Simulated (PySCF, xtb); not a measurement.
Ga(NHMe)(OH)2 (CH₆GaNO₂), SMILES [OH][Ga]([NH]C)[OH]. One conformer was computed; it need not be the lowest.

Harmonic wavenumbers (cm⁻¹) from GFN2-xTB (xtb 6.7.1) at its own minimum, in rising order: 82, 94, 130, 160, 187, 250, 303, 328, 417, 510, 545, 578, 596, 625, 1026, 1064, 1107, 1285, 1409, 1474, 1481, 2928, 2954, 3009, 3319, 3610, 3667.

Task: What does B3LYP-D3(BJ)/def2-SVP run with PySCF give at its own minimum? (The exact figures need the calculation; the answer reports its results.)

Result: 93, 104, 111, 183, 186, 244, 303, 311, 420, 626, 703, 721, 800, 835, 1090, 1135, 1140, 1384, 1455, 1467, 1495, 2976, 3024, 3111, 3603, 3855, 3856. Paired by order, the mean absolute difference is 81 cm⁻¹ and the zero-point energies are 47.4 and 50.4 kcal/mol.
